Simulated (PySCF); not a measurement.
Vertical excitations of a molecule H8N2OSi2 from TDA-PBE/def2-SVPD (PySCF 2.14.0), as energy in eV (oscillator strength): 4.87 (0.019), 5.08 (0.017), 5.60 (0.034), 5.77 (0.052), 5.78 (0.007), 6.33 (0.007), 6.36 (0.009), 6.41 (0.016), 6.47 (0.045), 6.58 (0.028). Lowest triplet (TDA): 4.54 eV. The structure is a stationary point at PBE-D3(BJ)/def2-SVP. The values are those of a single conformer.

Question: Identify the compound among the candidates.
(A) N[Si@@H](O)N[SiH3]
(B) N[SiH2][Si@@H](N)O
(C) N[SiH2]O[SiH2]N
(D) N[SiH2]N[SiH2]O

Answer: B, N[SiH2][Si@@H](N)O
